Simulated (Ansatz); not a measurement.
```yaml
crystal:
  periodic: [false, false, false]
  atoms:
    - {symbol: C, position_ang: [-0.150985, 2.588027, 0.081016]}
    - {symbol: C, position_ang: [0.131794, 1.524975, -0.129705]}
    - {symbol: Ge, position_ang: [1.007654, -0.117979, -0.182646]}
    - {symbol: C, position_ang: [-0.383440, -1.550974, 0.383041]}
    - {symbol: F, position_ang: [1.257959, -0.476727, -1.843627]}
    - {symbol: H, position_ang: [-0.394203, 3.593341, 0.148605]}
    - {symbol: H, position_ang: [-1.042547, -1.398696, -0.229117]}
    - {symbol: H, position_ang: [0.144553, -2.521700, 0.498556]}
    - {symbol: H, position_ang: [-0.663098, -1.233123, 1.303827]}
basis:
  gaussian: {orbitals: x2c-TZVPPall, final_grid: {core_spheres: 1, valence_spheres: 1, degree: 5}}
magnetization: {spin_polarized: true, initial_magnetization: 1}
hamiltonian: {xc: {name: PBE}}
```

```sh
$ ansatz run in.yaml --threads 2 --pin off --events-out ev --progress --plain --max-ram 32768MiB --backend cpu
```

Output, abridged:

```
Functional definition: PBE
1312 factors; their error is unknown
mean field evaluation 1: about -62970.0041 eV, gradient 7.3e1 eV
mean field evaluation 2: about -62901.5337 eV, gradient 1.3e2 eV
mean field evaluation 4: about -62990.0263 eV, gradient 2.2e1 eV
mean field evaluation 8: about -62992.5096 eV, gradient 5.5e-1 eV
mean field evaluation 16: about -62998.1586 eV, gradient 2.7e-1 eV
a density is far from that of the atoms, so the factors are made again for it
1552 factors; integrals over basis functions are off by at most 8.6e-4 eV
mean field evaluation 32: about -62992.4965 eV, gradient 1.2e-1 eV
mean field -62998.15896140 eV, -2315.1396401458 hartree, gradient 2.0e-5 eV, S^2 0.754876; 0 other end points of the search recorded, 0 dependent functions left out
reference -62998.15905467 eV, -2315.1396435733 hartree; 32, 31 occupied and 196, 197 virtual orbitals, 1552 factors
Total energy: -62998.15905467 eV, -2315.1396435733 hartree
Relativity: scalar
```

(1) What is wrong with this run?

Answers

(1) The integration grid is far too coarse. Self-consistency was reached. The result belongs to that input, not to the molecule as meant.
